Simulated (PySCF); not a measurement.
Species: C₅H₉BF₂OSi.
Structure used (PBE0-D3(BJ)/def2-SVP), in Å, numbered top down from 1:
```xyz
19
C5H9BF2OSi angstrom
F     -3.557    0.382    1.146
B     -2.848    0.564    0.049
F     -3.464    1.140   -0.966
C     -1.360    0.138   -0.059
C     -0.158    1.094   -0.325
C      0.429   -0.334   -0.254
O      1.734   -0.713   -0.436
Si     3.000   -0.193    0.528
C     -0.735   -0.797   -1.139
C     -0.468   -0.583    0.980
H      0.096    1.786    0.494
H     -0.137    1.591   -1.307
H      4.224   -0.828   -0.026
H      2.794   -0.610    1.948
H      3.122    1.297    0.480
H     -0.750   -0.426   -2.174
H     -1.010   -1.861   -1.076
H     -0.233   -0.018    1.896
H     -0.721   -1.631    1.202
```

The closed-shell ground state was solved at several levels (PySCF, density fitting, gas phase, non-relativistic).

| level | basis functions | total energy (Eh) | HOMO (eV) | LUMO (eV) | gap (eV) | dipole (D) |
| --- | --- | --- | --- | --- | --- | --- |
| PBE0/pcSseg-1 | 222 | -784.5665 | -8.14 | -0.10 | 8.04 | 1.42 |
| B3LYP/def2-SVPD | 285 | -784.8712 | -7.94 | -0.46 | 7.48 | 1.33 |

Task: Estimate the row for KT3/pcSseg-1, a basis of 222 functions; the other rows only guide the guess.

Result: Total energy -794.5197 Eh, HOMO -6.81 eV, LUMO -1.06 eV, gap 5.75 eV, dipole 1.34 D.

Task: Over all these levels, which gives the widest orbital gap and which the narrowest?

Result: PBE0/pcSseg-1 (global hybrid, 25 % exact exchange) has the widest, 8.04 eV, and KT3/pcSseg-1 (GGA) the narrowest, 5.75 eV. The two share the basis. From the narrowest to the widest the HOMO moves by -1.33 eV and the LUMO by +0.96 eV.

Task: How far do the dipole and the HOMO energy spread over the levels?

Result: The dipole runs from 1.33 to 1.42 D (mean 1.36 D) and the HOMO from -8.14 to -6.81 eV.

One conformer stands for the species.
